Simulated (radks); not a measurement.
The numbers below are computed, except where a source is named.
Q: Numerical settings for the neodymium ion Nd+, [Xe] 4f4 6s1. Level of theory: scalar-relativistic Kohn-Sham, PBE, spin-unpolarised, spherical densities, point nucleus (a radial shooting solver on a logarithmic mesh with Libxc functionals). The defaults (mesh step 0.008 in ln r, mesh end at 40 bohr or more with all orbitals vanishing there, Anderson mixing 0.5 over 9 steps, residual threshold near 1e-9 with the energy settled to 1e-9 hartree or 1e-11 of itself, here a cap of 75 iterations) give E = -9623.7712 hartree and 4f at -7.648 eV in 15 iterations. Run on one thread of a shared host, so times are rough (Arm Neoverse V1): 0.16 s of CPU time, 0.16 s wall, 15 iterations on 2648 mesh points. One setting is changed at a time: mesh step in ln r 0.003; mesh step in ln r 0.08; mesh step in ln r 0.012; mesh end (bohr) 8; mesh end (bohr) 20; residual threshold 1e-16; residual threshold 1e-05; mixing 0.05; linear mixing, mixing 0.05; linear mixing, mixing 1; mixing history 2; iteration cap 2. Which runs fail to converge, and which converge to a wrong energy?

A: Not converged within the cap: mesh step in ln r 0.08; residual threshold 1e-16; linear mixing, mixing 0.05; linear mixing, mixing 1; iteration cap 2. Settings that end as converged yet miss the energy by more than 1 mhartree: mesh end (bohr) 8 (+0.00619 hartree).
